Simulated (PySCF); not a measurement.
Dipole moment (D) of eight silicon and germanium compounds: PBE beside HF, computed with PySCF for isolated molecules in the bases named; differences from unrounded values. The eight are the first of their class met in an unordered collection, after screening for sound electronic states; none was chosen by its value, except that the dipole had to exceed 0.05 D. Each molecule has one DFT geometry for both levels.

```csv
molecule,basis,HF,PBE,difference
"Si(H)2(OH)(OSiH3) (H6O2Si2), SMILES O[SiH2]O[SiH3]",def2-TZVP,0.98,0.99,0.01
"ClH6NSi3, SMILES N1[SiH2][SiH]([SiH2]1)Cl",def2-TZVP,2.15,1.95,-0.20
"C₃H₁₁ClSi₂, SMILES C[Si](C)(Cl)C[SiH3]",def2-TZVP,2.63,2.49,-0.14
"CH₈O₂Si₃, SMILES O=CO[SiH2][SiH2][SiH3]",def2-TZVP,1.64,1.33,-0.32
"C3H6GeO, SMILES O=C1[CH2][GeH2][CH2]1",def2-TZVP,3.70,2.88,-0.82
"F₃H₃Si₂, SMILES F[SiH](F)[SiH2]F",def2-TZVP,1.50,1.21,-0.29
"C3H7NSi, SMILES C=C=CN[SiH3]",def2-TZVP,1.23,1.24,0.01
"C3H7FOSi, SMILES CC(=O)[Si@@H](C)F",def2-TZVP,1.26,0.98,-0.28
```

PBE lies below HF in 6 and above it in 2 of the eight; the mean signed difference is -0.25 and the largest -0.82 D.
